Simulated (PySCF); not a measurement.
In(F)(Cl)2(NH3), H3Cl2FInN, singlet, CAM-B3LYP/def2-SVP optimised geometry.

```
8

In    -0.57     0.01     0.00
F     -1.45     1.77     0.00
Cl     1.77     0.01     0.00
Cl    -1.77    -1.77     0.93
N     -1.06    -0.16    -2.23
H     -1.68    -0.94    -2.45
H     -0.24    -0.21    -2.82
H     -1.56     0.72    -2.42
```

Density from CAM-B3LYP/def2-TZVP, def2 effective core potentials past Kr (PySCF) at that geometry. The core electrons that the potentials of In replace are not part of the density.

Minimum of the electron density along straight lines between bonded atoms, close to the bond critical point (lines longer than 1.1 times the sum of covalent radii, or with two minima, are not listed):

```csv
bond,length / Å,ρ at the minimum / e bohr⁻³,∇²ρ there / e bohr⁻⁵,position (fraction from the first atom)
In1–F2,1.961,___,___,0.52
In1–Cl3,2.339,0.084,0.21,0.48
In1–Cl4,2.339,0.084,0.21,0.48
In1–N5,2.286,___,0.20,0.50
N5–H6,1.022,0.330,-1.66,0.74
N5–H7,1.022,0.330,-1.66,0.74
N5–H8,1.024,0.328,-1.67,0.75
```

Problem. Some entries are withheld; supply them.

Solution. 
- In1–F2, ρ at the minimum / e bohr⁻³: 0.109
- In1–F2, ∇²ρ there / e bohr⁻⁵: 0.58
- In1–N5, ρ at the minimum / e bohr⁻³: 0.065
